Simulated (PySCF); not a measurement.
# Which determinant of PbF lies lowest?

Unrestricted PBE0; Pb cc-pVDZ-PP with ECP60, F cc-pVDZ; scalar-relativistic core potentials (PySCF 2.14). Outer shells of the fragments: Pb 5d10 6s2 6p2; F 2s2 2p5.

Followed along the bond (rough minima from three points):

```json
{"2Ms+1": "2", "unpaired": "π ↑", "⟨S²⟩ at the start": "0.75", "R at minimum (Å)": "2.07", "Te (eV)": "0.00"}
{"2Ms+1": "4", "unpaired": "σ ↑, π ↑↑", "⟨S²⟩ at the start": "3.76", "R at minimum (Å)": "none in the scan", "Te (eV)": "≤ 4.28"}
```

Solutions found at the starting distance of 2.010 Å, counted from the lowest of them; the search is not exhaustive and high or unbound solutions are not listed, so other states can lie among these:

```tsv
2Ms+1	unpaired	term	E (eV)	⟨S²⟩	⟨Lz²⟩	μ (D)
2	π ↑	²Π	0.00	0.75	1.00	-3.13
2	σ ↑	²Σ⁺	2.46	0.75	0.00	-2.46
4	σ ↑, π ↑↑	⁴Σ⁻	4.48	3.76	0.00	-1.28
2	σ ↓, π ↑↑	mixed	5.05	1.76	0.00	-0.57
2	σ ↑, π ↑↓	mixed	5.10	1.76	2.01	-0.88
4	π ↑↑↑	⁴Π	5.81	3.75	1.00	1.88
4	σ ↑↑, π ↑	⁴Π	6.40	3.75	1.00	-0.24
4	σ ↑, π ↑↑	mixed	7.43	3.75	2.01	2.26
4	σ ↑, π ↑↑	mixed	7.55	3.75	2.00	2.28
```

A term symbol is given only where ⟨S²⟩ and ⟨Lz²⟩ are close to those of a pure state; real π, δ and φ orbitals otherwise mix terms. A positive dipole means Pb(−)F(+).

Spin–orbit coupling is left out, which matters for elements this heavy, above all for dissociation energies. Counting both spins, an empty level lies below a filled one in some of these solutions, because spin and occupation are held.
